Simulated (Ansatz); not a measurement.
`CC1=CC(C(F)(F)F)=[O+][Ti-]([Cl])([Cl])([Cl])[O]1` and `CC1=CC(C(F)(F)F)=[O+][Ti-]([F])([F])([Cl])[O]1` differ in one atom or group.

Ansatz, PBE0-D4/def2-TZVP geometries, multiplicity 1. 

Scalar relativity is left out up to krypton.

| property | `CC1=CC(C(F)(F)F)=[O+][Ti-]([Cl])([Cl])([Cl])[O]1` |
| --- | --- |
| HOMO–LUMO gap (PBE/def2-TZVPP) / eV | 2.87 |
| HOMO–LUMO gap (B3LYP/def2-TZVPP) / eV | 4.39 |
| size of the dipole moment (ωB97M-V/def2-TZVPP) / D | 5.96 |
| LUMO energy (PBE/def2-TZVPP) / eV | -4.25 |
| HOMO–LUMO gap (ωB97M-V/def2-TZVPP) / eV | 8.95 |
| HOMO–LUMO gap (PBE0/def2-TZVPP) / eV | 4.82 |

Task: What does the change do to each property? (Best estimate.)

Result: Computed: 
| property | `CC1=CC(C(F)(F)F)=[O+][Ti-]([F])([F])([Cl])[O]1` | shift |
| --- | --- | --- |
| HOMO–LUMO gap (PBE/def2-TZVPP) / eV | 3.28 | 0.41 |
| HOMO–LUMO gap (B3LYP/def2-TZVPP) / eV | 4.82 | 0.43 |
| size of the dipole moment (ωB97M-V/def2-TZVPP) / D | 6.05 | 0.09 |
| LUMO energy (PBE/def2-TZVPP) / eV | -4.02 | 0.23 |
| HOMO–LUMO gap (ωB97M-V/def2-TZVPP) / eV | 9.46 | 0.51 |
| HOMO–LUMO gap (PBE0/def2-TZVPP) / eV | 5.25 | 0.43 |

With PBE0 the HOMO falls by 0.17 eV and the LUMO rises by 0.27 eV, so the gap widens by about 0.44 eV. PBE moves the HOMO by -0.19 eV and ωB97M-V by -0.16 eV. Dipoles are sizes alone; their direction can turn.

B3LYP here is the variant with VWN-RPA as its local correlation; programs differ in this.
